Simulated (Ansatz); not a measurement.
disulfane (H$_{2}$S$_{2}$), singlet, at a GFN2-xTB geometry. Base run: MP2/cc-pVDZ in Ansatz (a first-principles code).

Here is a job for Ansatz.
Ansatz 0.2 input:
```yaml
crystal:
  periodic: [false, false, false]
  atoms:
    - {symbol: S, position_ang: [-0.89880885, 0.02604772, 0.48959929]}
    - {symbol: S, position_ang: [0.89707958, 0.07839641, -0.48718121]}
    - {symbol: H, position_ang: [-1.52188329, -0.85435140, -0.30564322]}
    - {symbol: H, position_ang: [1.54955162, -0.81675470, 0.26695388]}
basis:
  gaussian:
    orbitals: cc-pVDZ
magnetization: {spin_polarized: false}
correlation: {method: mp2}
```

Each row names what was changed in the base input (with any setting that the change needs).

```csv
change,basis functions,E (Eh),MP2 correlation (Eh)
base,46,-796.49093,-0.26777
basis = def2-SVP,46,-796.22871,-0.26332
basis = pc-1,46,-796.45391,-0.26322
basis = 6-31G**,…,…,…
basis = 6-31+G*,50,-796.41411,-0.23905
basis = cc-pV(D+d)Z,56,-796.50247,-0.27089
basis = aug-pcseg-1,72,-796.43782,-0.27402
basis = 6-311++G**,76,-796.50096,-0.26828
basis = pc-2,96,-796.58920,-0.33865
basis = def2-TZVPP,…,…,…
basis = aug-cc-pVTZ,146,-796.62677,-0.36474
basis = cc-pVQZ,…,…,…
basis = def2-QZVP,…,…,…
```

Question: Some entries are withheld; supply them.

Answer: 
- basis = 6-31G**, basis functions: 48
- basis = 6-31G**, E (Eh): -796.43267
- basis = 6-31G**, MP2 correlation (Eh): -0.25111
- basis = def2-TZVPP, basis functions: 112
- basis = def2-TZVPP, E (Eh): -796.60764
- basis = def2-TZVPP, MP2 correlation (Eh): -0.35736
- basis = cc-pVQZ, basis functions: 178
- basis = cc-pVQZ, E (Eh): -796.65814
- basis = cc-pVQZ, MP2 correlation (Eh): -0.38803
- basis = def2-QZVP, basis functions: 200
- basis = def2-QZVP, E (Eh): -796.66351
- basis = def2-QZVP, MP2 correlation (Eh): -0.39003

Totals compare only among sets that treat the same electrons; sets with core potentials leave the core out.
